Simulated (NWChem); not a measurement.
System: SiHBr, singlet; SMILES [SiH]Br

Program: NWChem. Low-valent species are run as closed-shell singlets; no triplet was tried in these runs. Coordinates come from a PBE-D3(BJ)/def2-SVP optimisation. Level: PBE/def2-SVP with SMD (1 M gas to 1 M solution), gas-phase geometry. Reactions with the solvent are ignored.

```
solvent          dielectric constant  solvation free energy (kcal/mol)  cavity-dispersion-structure term (kcal/mol)  dipole in solution (D)
---------------  -------------------  --------------------------------  -------------------------------------------  ----------------------
water                           78.4                              -1.0                                          0.2                    1.13
1-octanol                       9.86                              -3.2                                         -2.1                    1.10
tetrahydrofuran                 7.43                              -3.0                                         -2.0                    1.08
1,4-dioxane                     2.21                              -2.4                                         -1.8                    0.98
```
